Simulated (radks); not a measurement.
Values are calculated unless marked as measured or tabulated.
Task: Neutral rhodium: order these configurations by energy. Code: a radial shooting solver on a logarithmic mesh with Libxc functionals. Model: Dirac Kohn-Sham, BLYP, spin-unpolarised, spherical densities, finite nucleus; Fermi nuclear charge, rms radius of each element as measured or else 0.836 A^(1/3) + 0.57 fm. Sub-shells are occupied by j as written (lower j first in brackets). [Kr] 4d(3/2: 3, 5/2: 5) 5p(1/2: 1, 3/2: 0); [Kr] 4d(3/2: 3, 5/2: 5) 5s1; [Kr] 4d(3/2: 4, 5/2: 3) 5s1 5p(1/2: 1, 3/2: 0); [Kr] 4d(3/2: 4, 5/2: 3) 5s2; [Kr] 4d(3/2: 4, 5/2: 4) 5p(1/2: 1, 3/2: 0); [Kr] 4d(3/2: 4, 5/2: 4) 5s1; [Kr] 4d(3/2: 4, 5/2: 5).

Result: From the lowest, in eV above it: [Kr] 4d(3/2: 4, 5/2: 5) 0.000; [Kr] 4d(3/2: 4, 5/2: 4) 5s1 0.616; [Kr] 4d(3/2: 3, 5/2: 5) 5s1 1.008; [Kr] 4d(3/2: 4, 5/2: 3) 5s2 2.773; [Kr] 4d(3/2: 4, 5/2: 4) 5p(1/2: 1, 3/2: 0) 4.147; [Kr] 4d(3/2: 3, 5/2: 5) 5p(1/2: 1, 3/2: 0) 4.544; [Kr] 4d(3/2: 4, 5/2: 3) 5s1 5p(1/2: 1, 3/2: 0) 6.783.
